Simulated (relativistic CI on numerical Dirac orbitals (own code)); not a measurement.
## Fe³⁺ in a cubic cluster: L2,3 absorption with charge transfer

Computed with a charge-transfer multiplet model of a cubic metal-ligand cluster with up to 3 ligand holes, Slater and spin-orbit integrals from Dirac-Coulomb-Breit ions, Slater integrals scaled by 0.7. The ground state mixes d5 with configurations of k ligand holes L, whose averages lie at kΔ + k(k − 1)U_dd/2; a core hole lowers each added d electron by U_cd. 300 K, Lorentzian 0.4 eV and Gaussian 0.3 eV FWHM.

Atomic integrals in eV (Slater integrals scaled, ζ unscaled), ground: F2dd 8.389, F4dd 5.243, zeta_d 0.056; with the core hole: F2dd 8.932, F4dd 5.587, zeta_d 0.075, zeta_core 8.130, F2cd 5.236, G1cd 3.950, G3cd 2.245.

Cluster parameters (eV): Δ = 3.1, U_dd = 7.5, 10Dq = 0.3, 10Dq(ligand) = 0.1, V(eg) = 2.7, V(t2g) = -1.33, final-state hopping factor = 1.

| Case | n_d | d5 | d6L | d7L2 | d8L3 | S |
| --- | --- | --- | --- | --- | --- | --- |
| U_cd = 8.9 eV | 5.34 | 0.68 | 0.29 | 0.02 | 0.00 | 2.50 |
| U_cd = 10.1 eV | 5.34 | 0.68 | 0.29 | 0.02 | 0.00 | 2.50 |
| U_cd = 10.7 eV | 5.34 | 0.68 | 0.29 | 0.02 | 0.00 | 2.50 |

Weights, n_d and S are thermal averages at 300 K. Photon energies count from the first peak over 30 % of the highest in each spectrum, which can be another peak from case to case. The parameters are a model scan and need not match a compound or its usual spin state. Peaks in eV (height, largest 100):
- U_cd = 8.9 eV: -1.2 (26), 0.0 (100), 2.4 (10), 4.1 (5), 11.7 (15), 13.1 (21), 13.8 (20)
- U_cd = 10.1 eV: -1.3 (29), 0.0 (100), 3.7 (7), 7.2 (6), 11.6 (15), 13.0 (23), 13.7 (19)
- U_cd = 10.7 eV: -1.3 (29), 0.0 (100), 3.5 (8), 7.1 (9), 11.6 (15), 13.0 (23), 13.6 (18)

For the case U_cd = 8.9 eV, Δ = 3.1 eV is smaller than U_dd = 7.5 eV, the charge-transfer side of the Zaanen-Sawatzky-Allen scheme. With the core hole the configuration with one ligand hole lies at Δ + U_dd − U_cd = 1.7, 0.5, -0.1 eV from the one without, in the order of the table; where this is negative the screened configuration lies lower, though the effective hopping of about 4.2 eV (from the holes of the mixed ground state) mixes the two strongly wherever it is as large as the gap.
